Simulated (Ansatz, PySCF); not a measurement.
Molecule: CH$_{5}$Ge (charge 0, doublet). It need not be the lowest isomer of its formula. 
Structure (B3LYP-D3(BJ)/def2-TZVP (Ansatz, a quantum-chemistry and plane-wave program) minimum search):
SMILES: [CH2][GeH3]
```xyz
7

Ge     0.2056     0.1820    -0.2140
C     -0.9386    -0.8253     0.9666
H      1.6122     0.3567     0.3997
H      0.3578    -0.5565    -1.5558
H     -0.3881     1.5813    -0.4550
H     -1.5371    -0.3466     1.7316
H     -0.9930    -1.9060     0.9285
```
Charge 0, spin multiplicity 2.

Total electronic energies in hartree. Cores are frozen in the correlated levels unless marked. Open shells are spin-unrestricted. Spin-orbit coupling is left out. The frozen core is the preceding noble-gas configuration, with the filled d and f shells of earlier blocks. No relativistic terms. CBS(X,Y): correlation extrapolated as X^-3; Hartree-Fock from the larger set. [CCSD(T)-MP2]/basis is that difference in the basis named.

```
level                                                                 program  energy (Eh)
-------------------------------------------------------------  --------------  -----------
revPBE-D4/def2-TZVPD                                           Ansatz + dftd4  -2117.89122
BP86/def2-TZVPD                                                         PySCF  -2118.32080
r2SCAN/def2-TZVPD                                                      Ansatz   (withheld)
TPSSh-D4/def2-TZVPD                                             PySCF + dftd4   (withheld)
B2PLYP-D4/def2-TZVPD                                           Ansatz + dftd4  -2117.59363
PBE-QIDH/def2-TZVPD                                                    Ansatz   (withheld)
CCSD(T)/6-31G                                                          Ansatz  -2115.88533
CCSD(T)/def2-TZVPP                                                     Ansatz  -2116.42800
RI-MP2/CBS(aug-cc-pVTZ,aug-cc-pVQZ)+[CCSD(T)-MP2]/aug-cc-pVTZ          Ansatz   -2116.5043
```

**Question.** What belongs in the gaps?

**Answer.** 
- r2SCAN/def2-TZVPD, energy (Eh): -2118.01984
- TPSSh-D4/def2-TZVPD, energy (Eh): -2118.03633
- PBE-QIDH/def2-TZVPD, energy (Eh): -2117.34822
